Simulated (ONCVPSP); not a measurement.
**arsenic: excitation energies, all-electron against ONCV**

- Element: arsenic
- Generator: ONCVPSP 4.0.1
- Type: optimised norm-conserving Vanderbilt (ONCV)
- Functional: LDA (Perdew-Zunger)
- Relativity: scalar-relativistic
- Frozen core: [Ne]
- Valence charge: 23
- Reference configuration: 3s2 3p6 3d10 4s2 4p3
- Partial waves: 3s+4s: rc 0.85 bohr, ncon 5, nbas 10, qcut 12.8 1/bohr, 3 projectors, debl 4 Ha; 3p+4p: rc 1.10 bohr, ncon 4, nbas 8, qcut 14.7 1/bohr, 3 projectors, debl 0.5 Ha; 3d: rc 1.00 bohr, ncon 4, nbas 9, qcut 17.6 1/bohr, 2 projectors, debl 1.9 Ha
- Local potential: polynomial inside 0.75 bohr (lpopt 5, dvloc0 -1 Ha)
- Core correction: none

Energies are relative to the spin-unpolarised reference configuration 3s2 3p6 3d10 4s2 4p3; without spin polarisation the order of configurations can differ from experiment.

Q: Give the all-electron excitation energy and the error of the potential for: 3s2 3p6 3d10 4s2 4p2; 3s2 3p6 3d10 4s2 4p1; 3s2 3p6 3d10 4s2 4p0; 3s2 3p6 3d9 4s2 4p4.

A:

```tsv
valence configuration	charge	ΔE all-electron (eV)	error AE − PS (meV)
3s2 3p6 3d10 4s2 4p2	+1	9.325	-0.5
3s2 3p6 3d10 4s2 4p1	+2	27.488	-1.9
3s2 3p6 3d10 4s2 4p0	+3	55.528	-4.2
3s2 3p6 3d9 4s2 4p4	0	40.207	+89
```

Levels in the configuration 3s2 3p6 3d10 4s2 4p0:

```
level  all-electron (eV)  pseudo (eV)
   3s           -224.037     -224.045
   3p           -167.936     -167.935
   3d            -75.270      -75.280
   4s            -44.862      -44.860
```
